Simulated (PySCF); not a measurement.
C₅H₄F₂S.
Atom-mapped SMILES: `[F:1][CH2:2][c:3]1[cH:4][cH:5][c:6]([F:7])[s:8]1` (hydrogens: H9, H10 on C2; H11 on C4; H12 on C5)

Cartesian coordinates in Å at the GFN2-xTB level; atoms count from 1:
```xyz
12
C5H4F2S angstrom
F     -2.6831   -0.3758    0.1531
C     -1.8775    0.6659   -0.2190
C     -0.4391    0.2838   -0.0973
C      0.0863   -0.8981    0.3125
C      1.5023   -0.9152    0.3053
C      2.0052    0.2680   -0.1145
F      3.2913    0.5899   -0.2391
S      0.7899    1.4381   -0.5141
H     -2.1382    0.9197   -1.2546
H     -2.1237    1.5122    0.4350
H     -0.5179   -1.7342    0.6126
H      2.1056   -1.7550    0.5940
```

Vertical excitations from PySCF (density fitting, frozen core in the response, grid level 2 and gas phase unless stated; continuum runs use non-equilibrium linear response for the excitations) on a GFN2-xTB geometry. Reference run:

```
                                   settings    S1, eV (f)    S2, eV (f)    S3, eV (f)    S4, eV (f)    S5, eV (f)    S6, eV (f)  T1, eV (Tamm–Dancoff)  mean α (au)
CAM-B3LYP/def2-SVPD, full TDDFT, 8 singlets  5.47 (0.106)  5.56 (0.000)  6.08 (0.084)  6.10 (0.000)  6.41 (0.003)  6.62 (0.001)                   3.55         74.4
```

Problem. What do these settings give: B97-2/6-31G, IEF-PCM water, fitting basis def2-qzvpp-jkfit, TDA, 12 singlets?

Solution. 
```json
{"settings": "B97-2/6-31G, IEF-PCM water, fitting basis def2-qzvpp-jkfit, TDA, 12 singlets", "S1, eV (f)": "5.98 (0.000)", "S2, eV (f)": "6.10 (0.250)", "S3, eV (f)": "6.46 (0.101)", "S4, eV (f)": "6.88 (0.000)", "S5, eV (f)": "7.16 (0.000)", "S6, eV (f)": "8.09 (0.077)", "T1, eV (Tamm–Dancoff)": "–", "mean α (au)": "77.3"}
```

S1 moves by +0.51 eV; functional, basis, environment and response scheme change together, so the shift can't be laid on one. States are counted by energy in each run and needn't keep their character from row to row.

Problem. Which orbital pairs make up S1 in each run, and how does it sit against the orbital gap?

Solution. 
```tsv
settings	S1 configurations (weight)	S1 (eV)	orbital gap (eV)	S1 − gap (eV)
CAM-B3LYP/def2-SVPD, full TDDFT, 8 singlets	H→L 0.96	5.47	8.40	-2.93
B97-2/6-31G, IEF-PCM water, fitting basis def2-qzvpp-jkfit, TDA, 12 singlets	H→L+1 0.99	5.98	6.06	-0.08
```

The species at its GFN2-xTB geometry (one conformer only).
